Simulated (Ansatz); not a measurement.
A structure relaxed at PBE-D4/def2-SVP in Ansatz, charge 0, singlet:

Cartesian coordinates in Å:
```
Si -2.941 -1.771 2.331
Si -0.626 -3.452 -0.794
Si 0.305 4.048 -1.222
Si -0.175 -0.400 -3.078
Si -1.135 0.501 0.034
Si 1.032 -1.722 2.109
Si 2.487 1.277 0.208
Si 2.871 -1.857 -1.274
Si -2.935 0.458 1.555
Si -1.287 3.211 0.135
Si -1.499 -1.361 -1.410
Si -0.886 -2.403 3.305
Si 1.455 -3.024 0.200
Si -0.385 1.907 -2.796
Si 2.185 3.670 0.059
Si 1.829 0.163 -1.946
Si 0.721 0.537 1.559
Fe 0.515 1.824 -0.616
H -4.019 -1.968 3.369
H -3.260 -2.669 1.163
H -0.463 -4.301 -2.032
H -1.510 -4.197 0.174
H 0.397 4.882 -2.473
H -0.008 -1.106 -4.406
H 2.221 -1.798 3.041
H 3.933 0.896 0.380
H 3.075 -2.692 -2.516
H 4.216 -1.671 -0.610
H -4.242 0.732 0.850
H -2.796 1.424 2.704
H -2.683 3.170 -0.423
H -1.298 3.619 1.584
H -2.956 -1.455 -1.803
H -0.860 -3.899 3.511
H -0.825 -1.751 4.666
H 2.094 -4.313 0.664
H -1.771 2.507 -2.943
H 0.446 2.510 -3.913
H 3.461 4.103 -0.616
H 2.110 4.206 1.463
H 2.766 0.778 -2.964
H 0.442 1.388 2.771
```

Q: Give its formula.

A: FeSi17H24.

Q: Summarise the bond lengths by kind (pairs closer than 1.2 times the sum of covalent radii, bridged metal pairs left out).

A: 20 × Si–Si 2.25 to 2.51 Å; 8 × Fe–Si 2.21 to 2.58 Å; 24 × H–Si 1.50 to 1.52 Å. The metal has 8 neighbours: Si 2.31 Å, Si 2.21 Å, Si 2.21 Å, Si 2.39 Å, Si 2.36 Å, Si 2.58 Å, Si 2.50 Å, Si 2.54 Å.

Single mean-field runs in def2-SVP are fitted with def2-universal-jkfit. The restricted singlet is unstable towards broken spin symmetry in Hartree–Fock (as tested in another run); at PBE-D4/def2-SVP this wasn't settled.
